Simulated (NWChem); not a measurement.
System: C4H3FO; SMILES Fc1ccco1

```xyz
9

F     -0.0227    -1.9913     0.0000
C      0.0922    -0.6748     0.0000
C      1.1748     0.1423     0.0000
C      0.6200     1.4715     0.0000
C     -0.7318     1.3343     0.0000
O     -1.0717    -0.0016     0.0000
H      2.2122    -0.1547     0.0000
H      1.1704     2.4020     0.0000
H     -1.5627     2.0213     0.0000
```
Atoms are numbered in this order, from 1.

Computed with NWChem. Geometry optimised at B3LYP/6-31G*; all other runs use it. Pople sets run with spherical d functions.

```csv
quantity,level,value
"vertical ionisation energy, ΔSCF (eV)",PBE/def2-SVP,?
"vertical, lowest excitation, singlet (eV)","PBE0/def2-SVPD, TDA",6.43
cavity-dispersion-structure term (kcal/mol) in water,"B3LYP/6-31G*, SMD",4.4
"isotropic polarisability (bohr³), static",PBE0/def2-SVPD,?
dipole (D),B3LYP/6-31G*,?
highest harmonic frequency (cm⁻¹),B3LYP/6-31G*,3318
```

Question: Some entries are withheld; supply them.

Answer: 
- vertical ionisation energy, ΔSCF (eV), value: 8.85
- isotropic polarisability (bohr³), static, value: 47.2
- dipole (D), value: 1.57
